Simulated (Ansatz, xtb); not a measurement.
# Relative energy of two isomers of BCl2H6NSi2

Structure I is `BN([SiH3])[SiH](Cl)Cl`, a singlet and structure II is `[SiH3]N(BCl)[SiH2]Cl`, a singlet. Both are isolated molecules in the gas phase, relaxed with PBE0-D4/def2-SVP; each stands in its lowest conformer found.

Quicker runs give these differences E(II) − E(I): GFN2-xTB −4.01 kcal/mol; HF/STO-3G +1.12 kcal/mol (at GFN2-xTB geometries); r2SCAN-D4/def2-SVP +0.49 kcal/mol (at GFN2-xTB geometries).

**Question.** Estimate E(II) − E(I) at the level CCSD(T)/def2-SVP + ΔMP2/def2-TZVPP.

**Answer.** Not settled: CCSD(T)/def2-SVP + ΔMP2/def2-TZVPP gives E(II) − E(I) = +1.34 kcal/mol, but this leans on the basis-set step: CCSD(T) alone gives −2.11 kcal/mol.

The same difference at several levels:

```csv
level,geometry,E(II) − E(I) (kcal/mol),departure from the last row (kcal/mol),"job, with rough time for the two"
GFN2-xTB,GFN2-xTB,−4.01,−5.35,"optimisation, 0.83 s"
HF/STO-3G,GFN2-xTB,+1.12,−0.22,"single point, 0.57 s"
r2SCAN-D4/def2-SVP,GFN2-xTB,+0.49,−0.85,"single point, 6.3 s"
PBE0-D4/def2-SVP,PBE0-D4/def2-SVP,−1.41,−2.75,"optimisation, 1.8 min"
HF/def2-SVP,PBE0-D4/def2-SVP,+0.08,−1.26,part of the CCSD(T) run
MP2/def2-SVP,PBE0-D4/def2-SVP,−1.81,−3.15,part of the CCSD(T) run
CCSD(T)/def2-SVP,PBE0-D4/def2-SVP,−2.11,−3.45,single point
CCSD(T)/def2-SVP + ΔMP2/def2-TZVPP,PBE0-D4/def2-SVP,+1.34,,"single point, 55 s"
```

As drawn, II has 1 B–Cl, 1 Si–H in place of 1 Cl–Si, 1 B–H.

GFN2-xTB, PBE0-D4/def2-SVP, MP2/def2-SVP, CCSD(T)/def2-SVP put the two in the other order. r2SCAN-D4/def2-SVP, HF/def2-SVP find them nearly level. The largest departure from CCSD(T)/def2-SVP + ΔMP2/def2-TZVPP is that of GFN2-xTB, 5.35 kcal/mol. A small imaginary or near-zero mode remains, so no thermal terms are given. The last row adds to CCSD(T) the change of the MP2 difference between the two basis sets, here +3.45 kcal/mol, a large step that makes the value less sure.

The correlated steps freeze 22 core orbitals. Codes used: Ansatz 0.2.0, xtb 6.7.1; the last row on 2 threads of Arm Neoverse V2 on a shared host.
